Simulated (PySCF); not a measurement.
Compound: C5H4O2S (charge -1 and doublet state).
Z-matrix (Å and degrees, GFN2-xTB geometry), rows numbered from 1:
```
O 
C   1  1.2466
O   2  1.4093  1  117.50
C   2  1.4096  1  128.16  3  -179.96
C   4  1.4211  2  123.09  1    -0.07
C   5  1.3497  4  114.28  2  -179.92
S   6  1.7506  5  112.41  4    -0.03
C   4  1.4074  2  125.96  1   179.80
H   3  0.9660  2  104.98  1    -0.11
H   5  1.0781  4  122.01  2     0.08
H   6  1.0747  5  129.27  4  -179.90
H   8  1.0689  4  128.85  2     0.26
```

The hyperfine couplings belong to this conformer and change with its torsions.

Identity: `[O-][C](O)c1ccsc1` [radical] (charge -1).

Level of theory: UKS B3LYP, pcH-1 on C H O S, non-relativistic, mean-field spin-orbit, GIAO in PySCF 2.14.0. GFN2-xTB frequencies show an imaginary mode (26i cm⁻¹), so this geometry is no minimum at that level. Whether the extra electron is bound in the gas phase wasn't checked; a finite basis holds it in any case. The geometry wasn't refined by DFT: couplings that depend on bond lengths, twists or pyramidal angles can differ widely from those at the functional's own minimum, by a factor of two or more for some ions and for spin on atoms past the first row. Stability of the SCF solution: not tested.

Principal values of hyperfine tensors in MHz (contact, dipolar and spin–orbit terms together), for some of the nuclei:

```csv
atom,isotope,A1,A2,A3
C8,13C,3.65,4.36,146.96
H12,1H,-61.71,-38.06,-16.86
C4,13C,-26.50,-22.85,-7.69
C2,13C,-10.38,-7.53,48.58
C5,13C,-11.37,-4.43,-3.56
H11,1H,-5.60,-4.81,-0.18
S7,33S,-13.73,-10.11,32.37
C6,13C,-1.34,0.06,8.38
```

Task: Give the isotropic coupling of each nucleus in MHz and in mT (g = 2.0039), and the anisotropic part.

Result: a_iso is a third of the trace, T = A − a_iso, and a(mT) = a(MHz)/(g × 13.996). The tensors hold a spin–orbit part: the run splits a_iso into a_FC + a_SO, and T includes its anisotropic share.

```tsv
atom	a_iso (MHz)	a_FC	a_SO	a_iso (mT)	T1	T2	T3
C8	51.66	51.41	0.25	1.842	-48.00	-47.30	95.30
H12	-38.88	-38.97	0.09	-1.386	-22.83	0.82	22.01
C4	-19.01	-18.98	-0.03	-0.678	-7.49	-3.83	11.32
C2	10.22	10.27	-0.05	0.364	-20.60	-17.75	38.36
C5	-6.46	-6.47	0.01	-0.230	-4.92	2.02	2.89
H11	-3.53	-3.56	0.03	-0.126	-2.07	-1.28	3.35
S7	2.85	3.24	-0.40	0.101	-16.57	-12.95	29.52
C6	2.37	2.25	0.12	0.084	-3.70	-2.31	6.01
```

Task: What spin density at the nucleus of S7 lies behind its contact coupling (g_N = 0.42921)?

Result: a_FC = (2μ0/3) gₑ μB g_N μN ρ(0)/(2S·h) = 800.24 MHz × g_N × ρ(0)/(2S), with ρ in bohr⁻³. With a_FC = 3.24 MHz and 2S = 1, ρ(0) = 0.009444 bohr⁻³.

Task: O1 (17O, g_N = -0.75752) isn't in the table. Its spin density at the nucleus is 0.02302 bohr⁻³. What is its contact coupling?

Result: By the same relation, a_FC = -13.96 MHz. Its full tensor has the principal values -64.39, 10.68, 11.86 MHz.

Task: Which nucleus of the table has the largest anisotropic coupling, and what is its form?

Result: C8: -48.0, -47.3, 95.3 MHz (the dipolar term alone has -48.5, -47.1, 95.6), axial, in the ratio −1:−1:+2, the form that spin in one p orbital centred on that nucleus gives.

Task: In a single crystal, with the field along each principal axis of the tensor of C4 in turn, what first-order splitting does this nucleus give (isotropic g, quadrupole terms neglected)?

Result: 2 lines (I = 1/2), spaced by |A_i|/(g × 13.996): 0.94, 0.81, 0.27 mT along the axes of A1, A2 and A3.

Hardware: Arm Neoverse V2, one thread, shared host. Cost: 57 s wall (grids of density and orbitals included), 0.94 GiB resident at most.

The SMILES draws the unpaired electron on C2; the largest computed Mulliken spin population is on C8 (0.57 against 0.18).
